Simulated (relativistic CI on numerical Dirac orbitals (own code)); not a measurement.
## Tb⁴⁺ (4f7) in a crystal field

Calculated by Dirac-Coulomb-Breit CI, KLI orbitals optimised for each configuration, QED by a radiative potential, valence Slater integrals scaled by 0.8, one configuration in a parametric crystal field (own radial code).

Field parameters in Wybourne normalisation. The field is a parameter set, without covalency.

S and J are read from ⟨S²⟩ = S(S + 1) and ⟨J²⟩ = J(J + 1) of each level; they are not fictitious spins.

C2v, B20 = -130, B22 = -210, B40 = -310, B42 = 550, B44 = -1060, B60 = -1100, B62 = -70, B64 = 440, B66 = 490 cm⁻¹, the lowest 16 levels:

```csv
E (cm⁻¹),Degeneracy,S,J
0.0,2,3.47,3.50
0.3,2,3.47,3.50
0.5,2,3.47,3.50
0.6,2,3.47,3.50
32418,2,2.43,3.54
32465,2,2.43,3.53
32478,2,2.43,3.53
32503,2,2.43,3.53
33271,2,2.47,2.58
33297,2,2.47,2.59
33310,2,2.47,2.58
34046,2,2.48,1.67
34070,2,2.48,1.67
35691,2,2.41,3.50
35709,2,2.41,3.51
35734,2,2.41,3.51
```

Principal g values of the ground doublet: 0.04, 0.05, 13.89.

D3h, B20 = 820, B40 = -1090, B60 = -970, B66 = -280 cm⁻¹, the lowest 16 levels:

```csv
E (cm⁻¹),Degeneracy,S,J
0.0,2,3.47,3.50
0.8,2,3.47,3.50
1.3,2,3.47,3.50
1.5,2,3.47,3.50
32372,2,2.43,3.52
32473,2,2.43,3.52
32533,2,2.43,3.51
32546,2,2.43,3.51
33271,2,2.47,2.53
33329,2,2.47,2.54
33336,2,2.47,2.56
34053,2,2.48,1.60
34114,2,2.48,1.61
35689,2,2.41,3.50
35732,2,2.41,3.50
35733,2,2.41,3.50
```

Principal g values of the ground doublet: 0.01, 0.01, 13.94.

The next free-ion level lies 32500 cm⁻¹ above the lowest; the field splits the ground level into components whose J stays near 7/2 as long as their spread is small against that gap.

Levels of this model without a field, named by their leading LS term (the scale mimics covalency, so terms lie below those of the real free ion): 8S°_7/2 0, 6P°_7/2 32500, 6P°_5/2 33336, 6P°_3/2 34107, 6I°_7/2 35723, 6I°_17/2 36222, 6I°_9/2 36224, 6I°_11/2 36612 cm⁻¹.
